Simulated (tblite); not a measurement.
Species: methyl selenocyanate, C2H3NSe.
SMILES: `C[Se]C#N`

Computed with GFN2-xTB (tblite): harmonic, unscaled wavenumbers at the GFN2-xTB geometry, gas phase. The method is semi-empirical: single wavenumbers can be off by several per cent or more.

Harmonic wavenumbers (cm⁻¹): 105.5, 133.2, 346.2, 391.9, 518.7, 563.1, 882.0, 882.4, 1282.4, 1422.6, 1423.0, 2287.9, 3012.7, 3025.3, 3032.4.

A = 10031, B = 3566, C = 2676 MHz; mass 120.943 u (most abundant isotopes); point group Cs, symmetry number 1.

**Question.** What is the zero-point energy?

**Answer.** Half the sum of the wavenumbers: 9655 cm⁻¹ = 27.60 kcal/mol.

**Question.** Entropy at 500 K, 1 bar (ideal gas, RRHO, classical rotation)?

**Answer.** Translation 42.88, rotation 27.16, vibration 16.60: S = 86.6 cal/(mol K).

**Question.** And Cp and H(500 K) − H(0)?

**Answer.** Cp = 23.20 cal/(mol K), of which vibrations give 15.25 (their classical limit is 15 R = 29.8); H(500 K) − H(0) = 8.26 kcal/mol without the zero-point energy, 4.29 from vibrations.

**Question.** Which modes carry the vibrational entropy at 500 K?

**Answer.** 105.5 cm⁻¹: 4.36; 133.2 cm⁻¹: 3.90; 346.2 cm⁻¹: 2.07; 391.9 cm⁻¹: 1.85; 518.7 cm⁻¹: 1.37; 563.1 cm⁻¹: 1.23 cal/(mol K); the other 9 give 1.80 together.

**Question.** How do the functions run with temperature in this model?

**Answer.** 
```csv
T (K),S (cal/(mol K)),Cp (cal/(mol K)),H − H(0) (kcal/mol),G − H(0) (kcal/mol),ln q(vib)
100,59.7,11.7,0.96,-5.01,0.42
200,69.0,15.6,2.33,-11.48,1.31
300,76.0,18.7,4.04,-18.75,2.24
800,98.6,27.7,15.94,-62.93,6.46
1000,105.0,29.8,21.69,-83.30,7.90
```

q(vib) and H(0) count from the zero-point level.

**Question.** What must be added to the electronic energy to get the Gibbs energy at 500 K and 1 bar?

**Answer.** ZPE + [H(500 K) − H(0)] − T·S = 27.60 + 8.26 − 43.32 = -7.46 kcal/mol.

Hindered rotation and anharmonicity are outside this model.
